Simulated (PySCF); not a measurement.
## Ionisation energy along the 36-electron series

Calculated with PySCF 2.14 and a two-component X2C-1e Hamiltonian (Gaussian nucleus, no Breit or QED terms), each ion in its own even-tempered basis scaled to its charge; GMP2 freezes [Ne] and drops the highest virtual spinors. Values in eV. NIST values: (m) measured, (s) semi-empirical, (t) theoretical.

| ion | configuration | GHF (screened spin-orbit) | GMP2 (screened spin-orbit) | NIST |
| --- | --- | --- | --- | --- |
| Sm²⁶⁺ | [Kr] | 972.95 | 974.25 | 976 ± 4 (t) |
| Eu²⁷⁺ | [Kr] | 1034.0 | 1035.3 | 1037 ± 4 (t) |
| Gd²⁸⁺ | [Kr] | 1096.7 | 1098.0 | 1100 ± 4 (t) |

Between Z = 62 and Z = 64 the GMP2 (screened spin-orbit) value grows as Z to the power 3.77.
